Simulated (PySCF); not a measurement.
# Electron correlation in Si (silicon, neutral)

[Ne] 3s1 3p2 4s1, high-spin 5P determinant (an excited configuration). Computed with PySCF 2.14 in aug-cc-pV(T+d)Z with one added diffuse shell each of s, p, d, f type (7s6p5d3f, 71 functions), with the non-relativistic Hamiltonian (point nucleus). Frozen: [Ne]; 4 electrons correlated.

| level | correlation energy (mhartree) |
| --- | --- |
| CCSD | -22.46 |
| (T) | -0.39 |
| CCSD(T) | -22.85 |

Diagnostics: T1 = 0.020, D1 = 0.0567, largest double amplitude 0.036.

The outer electron is Rydberg-like, and this basis confines it to a smaller radius and binds it less than a complete one would.

Cost of the coupled-cluster step: roughly 2.5 core-seconds, for 4 correlated electrons.

Iterations:

```
CC2 = 0
CCSD nocc = (np.int64(4), np.int64(0)), nmo = (66, 66)
frozen orbitals [[0, 1, 2, 3, 4], [0, 1, 2, 3, 4]]
max_cycle = 100
direct = 0
conv_tol = 1e-08
conv_tol_normt = 1e-06
diis_space = 8
diis_start_cycle = 0
Init t2, MP2 energy = -0.0148466314084805
Init E_corr(UCCSD) = -0.014846631409846
cycle = 1  E_corr(UCCSD) = -0.0194883657492503  dE = -0.00464173434  norm(t1,t2) = 0.0403533
cycle = 2  E_corr(UCCSD) = -0.0211585162193533  dE = -0.00167015047  norm(t1,t2) = 0.0205389
cycle = 3  E_corr(UCCSD) = -0.0225031582052175  dE = -0.00134464199  norm(t1,t2) = 0.0119147
cycle = 4  E_corr(UCCSD) = -0.0223645179339049  dE = 0.000138640271  norm(t1,t2) = 0.00445327
cycle = 5  E_corr(UCCSD) = -0.0224547652665707  dE = -9.02473327e-05  norm(t1,t2) = 0.00289171
cycle = 6  E_corr(UCCSD) = -0.0224429839784313  dE = 1.17812881e-05  norm(t1,t2) = 0.00115613
cycle = 7  E_corr(UCCSD) = -0.022469111098373  dE = -2.61271199e-05  norm(t1,t2) = 0.00031414
cycle = 8  E_corr(UCCSD) = -0.0224584775438852  dE = 1.06335545e-05  norm(t1,t2) = 0.00014561
cycle = 9  E_corr(UCCSD) = -0.0224618080540971  dE = -3.33051021e-06  norm(t1,t2) = 6.66279e-05
cycle = 10  E_corr(UCCSD) = -0.0224615544886928  dE = 2.53565404e-07  norm(t1,t2) = 1.288e-05
cycle = 11  E_corr(UCCSD) = -0.0224615553755541  dE = -8.86861296e-10  norm(t1,t2) = 3.39485e-06
cycle = 12  E_corr(UCCSD) = -0.0224615558614058  dE = -4.85851675e-10  norm(t1,t2) = 1.77498e-06
cycle = 13  E_corr(UCCSD) = -0.0224615741245244  dE = -1.82631186e-08  norm(t1,t2) = 8.3828e-07
cycle = 14  E_corr(UCCSD) = -0.0224615687012139  dE = 5.42331052e-09  norm(t1,t2) = 3.66193e-07
UCCSD converged
E(UCCSD) = -288.5695958872061  E_corr = -0.02246156870121389
UCCSD(T) correction = -0.000386571589184232
```
